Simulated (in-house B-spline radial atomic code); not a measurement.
Configurations of As, with energies counted from [Ar] 3d10 4s2 4p3. Computed with a radial B-spline atomic code at the basis-set limit: scalar-relativistic (X2C) PBE, spin-polarised, spherical fractional occupations, Fermi nucleus of rms radius 4.0968 fm. Shells without spins written out take the highest spin.

Occupations are held fixed; configurations that lie above the ionisation limit could autoionise.

```tsv
configuration	E - E(ref) (eV)	highest orbital	its <r> (bohr)
[Ar] 3d10 4s2 4p(2 up, 1 down)	1.5132	4p down	2.581
[Ar] 3d10 4s1 4p3 4f1	16.205	4f up	16.61
[Ar] 3d10 4s(1 up, 0 down) 4p(2 up, 1 down) 5f(0 up, 1 down)	19.305	5f down	28.31
[Ar] 3d9 4s2 4p3 4f1	48.976	4f up	16.65
[Ar] 3d(4 up, 5 down) 4s2 4p(1 up, 2 down) 4d(0 up, 1 down)	49.84	4d down	7.433
[Ne] 3s2 3p5 3d10 4s2 4p4	134.07	4p down	2.385
[Ne] 3s2 3p(3 up, 2 down) 3d10 4s2 4p(1 up, 3 down)	134.22	4p up	2.369
```

(1) Order these further configurations by energy, lowest first.
A. [Ar] 3d10 4s1 4p3 5d1
B. [Ar] 3d10 4s2 4p2 4f1
C. [Ar] 3d10 4s2 4p(0 up, 2 down) 4f(1 up, 0 down)
D. [Ar] 3d9 4s2 4p4
E. [Ar] 3d10 4s2 4p2 4d1

(2) How far above the reference does [Ne] 3s2 3p5 3d10 4s2 4p3 4d1 lie?

(3) How far above the reference does [Ar] 3d9 4s2 4p3 5d1 lie?

(4) How far above the reference does [Ar] 3d10 4s2 4p2 5d1 lie?

## Answers

(1) E (7.8908 eV), B (8.9321 eV), C (8.9353 eV), A (15.847 eV), D (40.599 eV).

(2) 141.33 eV; its least bound orbital is 4d up with <r> = 7.137 bohr.

(3) 48.603 eV; its least bound orbital is 5d up with <r> = 13.91 bohr.

(4) 8.6123 eV; its least bound orbital is 5d up with <r> = 14.71 bohr.
